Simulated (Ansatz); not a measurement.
Basis sets compared for CdH2. Total charge 0; singlet. Geometry PBE-D4/def2-TZVP. Ansatz on 4 threads of Intel Xeon on a shared host; times are rough, and most runs start from earlier orbitals.

| atom | x (Å) | y (Å) | z (Å) |
| --- | --- | --- | --- |
| Cd1 | 0.0001 | 0.0000 | 0.0000 |
| H2 | -0.5005 | -1.4602 | -0.6684 |
| H3 | 0.5005 | 1.4602 | 0.6684 |

In the def2 sets Cd takes a core potential, while STO-3G treats all electrons; there is no spin–orbit coupling.

STO-3G and 6-31G are all-electron sets without relativity, so their totals don't compare with the def2 sets.

Binding counts from free atoms (Cd singlet, H doublet) in the same basis, without a counterpoise term.

```tsv
level	functions	energy (Eh)	HOMO (eV)	LUMO (eV)	binding per atom (eV)	wall time
HF/STO-3G	29	-5412.7211	-7.82	8.81	–	0.87 s
HF/def2-TZVP	52	-167.9882	-10.51	1.49	0.95	0.68 s
PBE-D4/def2-SVP	41	-168.8851	-6.65	-1.37	1.28	0.98 s
PBE-D4/def2-TZVP	52	-168.9292	-6.68	-1.39	1.28	0.66 s
r2SCAN-D4/def2-TZVP	52	-168.9862	-6.96	-0.96	1.37	1.6 s
PBE0-D4/def2-SVP	41	-168.8781	-7.76	-0.71	1.30	1.6 s
PBE0-D4/def2-TZVP	52	-168.9204	-7.79	-0.70	1.30	1.5 s
```

Estimate the rows for PBE-D4/def2-TZVPD, r2SCAN-D4/def2-TZVPD, PBE0-D4/def2-TZVPD.


```json
{"level": "PBE-D4/def2-TZVPD", "functions": "58", "energy (Eh)": "-168.9296", "HOMO (eV)": "-6.69", "LUMO (eV)": "-1.41", "binding per atom (eV)": "1.28", "wall time": "0.92 s"}
{"level": "r2SCAN-D4/def2-TZVPD", "functions": "58", "energy (Eh)": "-168.9866", "HOMO (eV)": "-6.97", "LUMO (eV)": "-0.99", "binding per atom (eV)": "1.37", "wall time": "1.8 s"}
{"level": "PBE0-D4/def2-TZVPD", "functions": "58", "energy (Eh)": "-168.9207", "HOMO (eV)": "-7.80", "LUMO (eV)": "-0.72", "binding per atom (eV)": "1.30", "wall time": "1.1 s"}
```
